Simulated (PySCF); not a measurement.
## HfS: frontier orbitals

PBE0 at R = 2.172 Å; PySCF, scalar-relativistic core potentials, basis sets Hf def2-TZVPP with ECP60, S def2-TZVPP. State: ³Δ (triplet), unpaired electrons σ ↑, δ ↑, a second solution, started from another occupation. Only the outer orbitals are listed, counted within each symmetry, core potentials removing the inner ones.

| spin | orbital | occ. | ε (eV) | on Hf (%) | main shells (%) |
| --- | --- | --- | --- | --- | --- |
| α | 6σ | 1 | -17.22 | 12 | 88 S s |
| α | 7σ | 1 | -7.69 | 29 | 67 S p, 15 Hf s, 12 Hf d |
| α | 3π | 1 | -6.93 | 27 | 72 S p, 23 Hf d |
| α | 3π | 1 | -6.93 | 27 | 72 S p, 23 Hf d |
| α | 8σ | 1 | -5.74 | 97 | 68 Hf s, 25 Hf d |
| α | 1δ | 1 | -4.77 | 100 | 100 Hf d |
| α | 4π | 0 | -1.80 | 92 | 47 Hf d, 45 Hf p |
| α | 4π | 0 | -1.80 | 92 | 47 Hf d, 45 Hf p |
| α | 1δ | 0 | -1.76 | 99 | 99 Hf d |
| β | 6σ | 1 | -17.28 | 11 | 89 S s |
| β | 7σ | 1 | -7.51 | 26 | 71 S p, 13 Hf d, 11 Hf s |
| β | 3π | 1 | -6.91 | 21 | 78 S p, 18 Hf d |
| β | 3π | 1 | -6.91 | 21 | 78 S p, 18 Hf d |
| β | 8σ | 0 | -2.75 | 97 | 77 Hf s, 10 Hf p, 10 Hf d |
| β | 9σ | 0 | -0.92 | 92 | 45 Hf d, 45 Hf p |
| β | 1δ | 0 | -0.86 | 99 | 99 Hf d |

Which are the highest filled and the lowest empty level, where do they sit, and how wide is the gap?

Highest filled α 1δ at -4.77 eV (in %: 100 Hf d); lowest empty β 8σ at -2.75 eV (in %: 77 Hf s, 10 Hf p, 10 Hf d); the gap at PBE0 is 2.02 eV.

- bond order (Mayer): 2.48
- ⟨S²⟩: 2.012
- charge on Hf (Mulliken, basis-dependent): 0.35
- charge on Hf (Löwdin, basis-dependent): -0.29
- dipole moment (positive dipole means Hf(−)S(+)): -5.67 D

Spin–orbit coupling is left out.
